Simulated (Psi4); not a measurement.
ammonia (H$_{3}$N), singlet, at a GFN2-xTB geometry, atoms displaced at random by about 0.03 Å a coordinate; R2SCAN/def2-TZVP, gradient (Psi4).

Here is a job for Psi4.
```
memory 2 GB

molecule {
0 1
  N     0.02529592   -0.03421834    0.11337255
  H     0.04600755    0.88861489   -0.30137472
  H     0.76322799   -0.47812580   -0.23408351
  H    -0.85519764   -0.45826451   -0.28262838
symmetry c1
no_reorient
no_com
}

set basis def2-tzvp

gradient('r2scan')
print_variables()
```

The log (banner, timings and long lists left out):

```
gradient() will perform analytic gradient computation.

   => Loading Basis Set <=

    Name: DEF2-TZVP
    Role: ORBITAL
    Keyword: BASIS

         ---------------------------------------------------------
                                   SCF
               by Justin Turney, Rob Parrish, Andy Simmonett
                          and Daniel G. A. Smith
                              RKS Reference
         ---------------------------------------------------------

  ==> Geometry <==

    Molecular point group: c1
    Full point group: C1

    Geometry (in Angstrom), charge = 0, multiplicity = 1:

       Center              X                  Y                   Z               Mass
    ------------   -----------------  -----------------  -----------------  -----------------
         N            0.025295920000    -0.034218340000     0.113372550000    14.003074004430
         H            0.046007550000     0.888614890000    -0.301374720000     1.007825032230
         H            0.763227990000    -0.478125800000    -0.234083510000     1.007825032230
         H           -0.855197640000    -0.458264510000    -0.282628380000     1.007825032230

  Running in c1 symmetry.

  Rotational constants: A =     10.33866  B =      9.59831  C =      6.46712 [cm^-1]
  Rotational constants: A = 309945.36304  B = 287750.03737  C = 193879.47459 [MHz]
  Nuclear repulsion =   12.158192438269644

  Charge       = 0
  Multiplicity = 1
  Electrons    = 10
  Nalpha       = 5
  Nbeta        = 5

  ==> Algorithm <==

  SCF Algorithm Type is DF.
  DIIS enabled.
  MOM disabled.
  Fractional occupation disabled.
  Guess Type is SAD.
  Energy threshold   = 1.00e-08
  Density threshold  = 1.00e-08
  Integral threshold = 1.00e-12

  ==> Primary Basis <==

  Basis Set: DEF2-TZVP
    Blend: DEF2-TZVP
    Number of shells: 23
    Number of basis functions: 49
    Number of Cartesian functions: 54
    Spherical Harmonics?: true
    Max angular momentum: 3

  ==> DFT Potential <==

   => LibXC <=

    Version 7.1.2
    S. Lehtola, C. Steigemann, M. J. T. Oliveira, and M. A. L. Marques,  SoftwareX 7, 1–5 (2018) (10.1016/j.softx.2017.11.002)

   => Composite Functional: R2SCAN <=

    r2SCAN Meta-GGA XC Functional  (0.1021/acs.jpclett.0c02405)
    J. W. Furness, A. D. Kaplan, J. Ning, J. P. Perdew, J. Sun  J. Phys. Chem. Lett.  11, 8208–8215, 2020

    Deriv               =              1
    GGA                 =           TRUE
    Meta                =           TRUE

    Exchange Hybrid     =          FALSE
    MP2 Hybrid          =          FALSE

   => Exchange Functionals <=

    1.0000   XC_MGGA_X_R2SCAN

   => Correlation Functionals <=

    1.0000   XC_MGGA_C_R2SCAN

   => LibXC Density Thresholds  <==

    XC_MGGA_C_R2SCAN:  1.00E-15
    XC_MGGA_X_R2SCAN:  1.00E-11

   => Molecular Quadrature <=

    Radial Scheme          =       TREUTLER
    Pruning Scheme         =           NONE
    Nuclear Scheme         =       TREUTLER

    Blocking Scheme        =         OCTREE
    BS radius alpha        =              1
    Pruning alpha          =              1
    Radial Points          =             75
    Spherical Points       =            302
    Total Points           =          88016
    Total Blocks           =            706
    Max Points             =            256
    Max Functions          =             49
    Weights Tolerance      =       1.00E-15

   => Loading Basis Set <=

    Name: (DEF2-TZVP AUX)
    Role: JKFIT
    Keyword: DF_BASIS_SCF

  ==> Integral Setup <==

  SCF_SUBTYPE=INCORE selected. In-core MEM_DF algorithm will be used.
  Using in-core AOs.

  ==> MemDFJK: Density-Fitted J/K Matrices <==

    J tasked:                   Yes
    K tasked:                    No
    wK tasked:                   No
    Algorithm:                 Core
    Schwarz Cutoff:           1E-12
    Mask sparsity (%):       0.0000
    Fitting Condition:        1E-10

   => Auxiliary Basis Set <=

  Basis Set: (DEF2-TZVP AUX)
[...]
  @DF-RKS Final Energy:   -56.53699140779356
    Total Energy =                        -56.5369914077935647
[...]

 ------------------------------------------------------------------------------------

         ------------------------------------------------------------
                                   SCF GRAD
                          Rob Parrish, Justin Turney,
                       Andy Simmonett, and Alex Sokolov
         ------------------------------------------------------------

  ==> Geometry <==

    Molecular point group: c1
    Full point group: C1

    Geometry (in Angstrom), charge = 0, multiplicity = 1:

       Center              X                  Y                   Z               Mass
    ------------   -----------------  -----------------  -----------------  -----------------
         N            0.025295920000    -0.034218340000     0.113372550000    14.003074004430
         H            0.046007550000     0.888614890000    -0.301374720000     1.007825032230
         H            0.763227990000    -0.478125800000    -0.234083510000     1.007825032230
         H           -0.855197640000    -0.458264510000    -0.282628380000     1.007825032230

  Nuclear repulsion =   12.158192438269644

  ==> Basis Set <==

  Basis Set: DEF2-TZVP
    Blend: DEF2-TZVP
    Number of shells: 23
    Number of basis functions: 49
    Number of Cartesian functions: 54
    Spherical Harmonics?: true
    Max angular momentum: 3

  ==> DFJKGrad: Density-Fitted SCF Gradients <==

    Gradient:                    1
    J tasked:                  Yes
    K tasked:                   No
    wK tasked:                  No
    Integrals threads:           1
    Schwarz Cutoff:          1E-12
    Fitting Condition:       1E-10

   => Auxiliary Basis Set <=

  Basis Set: (DEF2-TZVP AUX)
    Blend: DEF2-UNIVERSAL-JKFIT
    Number of shells: 43
    Number of basis functions: 131
    Number of Cartesian functions: 153
    Spherical Harmonics?: true
    Max angular momentum: 4

  ==> DFT Potential <==

   => LibXC <=

    Version 7.1.2
    S. Lehtola, C. Steigemann, M. J. T. Oliveira, and M. A. L. Marques,  SoftwareX 7, 1–5 (2018) (10.1016/j.softx.2017.11.002)

   => Composite Functional: R2SCAN <=

    r2SCAN Meta-GGA XC Functional  (0.1021/acs.jpclett.0c02405)
    J. W. Furness, A. D. Kaplan, J. Ning, J. P. Perdew, J. Sun  J. Phys. Chem. Lett.  11, 8208–8215, 2020

    Deriv               =              1
    GGA                 =           TRUE
    Meta                =           TRUE

    Exchange Hybrid     =          FALSE
    MP2 Hybrid          =          FALSE

   => Exchange Functionals <=

    1.0000   XC_MGGA_X_R2SCAN

   => Correlation Functionals <=

    1.0000   XC_MGGA_C_R2SCAN

   => LibXC Density Thresholds  <==

    XC_MGGA_C_R2SCAN:  1.00E-15
    XC_MGGA_X_R2SCAN:  1.00E-11

   => Molecular Quadrature <=

    Radial Scheme          =       TREUTLER
    Pruning Scheme         =           NONE
    Nuclear Scheme         =       TREUTLER

    Blocking Scheme        =         OCTREE
    BS radius alpha        =              1
    Pruning alpha          =              1
    Radial Points          =             75
    Spherical Points       =            302
    Total Points           =          88016
    Total Blocks           =            706
    Max Points             =            256
    Max Functions          =             49
    Weights Tolerance      =       1.00E-15

  -Total Gradient:
     Atom            X                  Y                   Z
    ------   -----------------  -----------------  -----------------
       1        0.101435602347    -0.039064419791    -0.021315537812
       2       -0.000291007337    -0.005014750039    -0.002337376798
       3       -0.073414891750     0.051212477978     0.035451973709
       4       -0.027601013157    -0.007197245330    -0.011863914365

  Variable Map:
  ----------------------------------------------------------------------------
[...]
  Array Variable Map:
  ----------------------------------------------------------------------------
[...]
[...]
```
